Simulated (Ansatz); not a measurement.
H4B2Si, SMILES `B1B[SiH2]1` (charge 0, multiplicity 1).

Calculation: B3LYP/cc-pVTZ // B3LYP-D3(BJ)/def2-TZVP in Ansatz (a first-principles code).

Ansatz 0.2 input:
```yaml
crystal:
  periodic: [false, false, false]
  atoms:
    - { symbol: B, position_ang: [-1.159821, -0.582218, 0.15578] }
    - { symbol: B, position_ang: [-0.985326, 0.828013, -0.233527] }
    - { symbol: Si, position_ang: [0.81663, -0.094069, 0.029736] }
    - { symbol: H, position_ang: [-1.233761, -1.711306, 0.466523] }
    - { symbol: H, position_ang: [-0.77885, 1.941837, -0.539446] }
    - { symbol: H, position_ang: [1.812858, 0.960871, -0.255644] }
    - { symbol: H, position_ang: [1.528271, -1.343129, 0.376579] }
basis:
  gaussian: { orbitals: cc-pVTZ }
hamiltonian:
  xc: b3lyp
```

Output:

```
Functional definition: B3LYP
948 factors; their error is unknown
mean field evaluation 1: about -9288.2233 eV, gradient 4.1e1 eV
mean field evaluation 2: about -9276.2732 eV, gradient 6.4e1 eV
mean field evaluation 4: about -9294.0200 eV, gradient 4.2e0 eV
mean field evaluation 8: about -9294.0808 eV, gradient 5.4e-2 eV
mean field evaluation 16: about -9294.0927 eV, gradient 5.1e-5 eV
mean field -9294.09270309 eV, -341.5516070762 hartree, gradient 5.1e-5 eV, S^2 0.000000; 0 other end points of the search recorded, 0 dependent functions left out
reference -9294.09294847 eV, -341.5516160937 hartree; 14, 14 occupied and 136, 136 virtual orbitals, 948 factors
Total energy: -9294.09294847 eV, -341.5516160937 hartree
```
